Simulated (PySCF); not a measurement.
C9H12, SMILES C(C)Cc1ccccc1, GFN2-xTB optimised geometry.

```
21

C     -0.90    -2.45    -2.44
C     -2.02    -2.20    -1.45
C     -1.49    -1.90    -0.04
C     -0.71    -0.62     0.00
C     -1.38     0.60     0.00
C     -0.68     1.79     0.00
C      0.71     1.78     0.00
C      1.38     0.57     0.00
C      0.67    -0.62     0.00
H     -0.25    -1.57    -2.52
H     -1.30    -2.66    -3.43
H     -0.29    -3.29    -2.13
H     -2.63    -1.36    -1.79
H     -2.67    -3.08    -1.40
H     -0.86    -2.73     0.29
H     -2.34    -1.83     0.65
H     -2.46     0.62     0.01
H     -1.21     2.73     0.00
H      1.26     2.71     0.00
H      2.46     0.55     0.00
H      1.21    -1.56     0.00
```

Density from B3LYP/def2-SVP (PySCF) at that geometry.

Minimum of the electron density along straight lines between bonded atoms, close to the bond critical point (lines longer than 1.1 times the sum of covalent radii, or with two minima, are not listed):

```
bond    length / Å  ρ at the minimum / e bohr⁻³  ∇²ρ there / e bohr⁻⁵  position (fraction from the first atom)
------  ----------  ---------------------------  --------------------  ---------------------------------------
C1–C2        1.523                        0.246                 -0.57                                     0.50
C2–C3        1.535                        0.241                 -0.54                                     0.50
C3–C4        1.502                        0.257                 -0.61                                     0.49
C4–C5        1.390                        0.312                 -0.80                                     0.50
C5–C6        1.383                        0.315                 -0.82                                     0.50
C6–C7        1.385                        0.314                 -0.82                                     0.50
C7–C8        1.384                        0.315                 -0.82                                     0.50
C4–C9        1.389                        0.313                 -0.80                                     0.50
C8–C9        1.384                        0.315                 -0.82                                     0.50
C1–H10       1.088                        0.278                 -1.03                                     0.63
C1–H11       1.088                        0.277                 -1.01                                     0.62
C1–H12       1.088                        0.276                 -1.00                                     0.62
C2–H13       1.092                        0.277                 -1.00                                     0.62
C2–H14       1.093                        0.277                 -1.00                                     0.62
C3–H15       1.092                        0.277                 -1.00                                     0.62
C3–H16       1.093                        0.276                 -1.00                                     0.62
C5–H17       1.081                        0.283                 -1.06                                     0.63
C6–H18       1.080                        0.284                 -1.07                                     0.63
C7–H19       1.080                        0.284                 -1.07                                     0.63
C8–H20       1.081                        0.284                 -1.07                                     0.63
C9–H21       1.081                        0.283                 -1.07                                     0.63
```
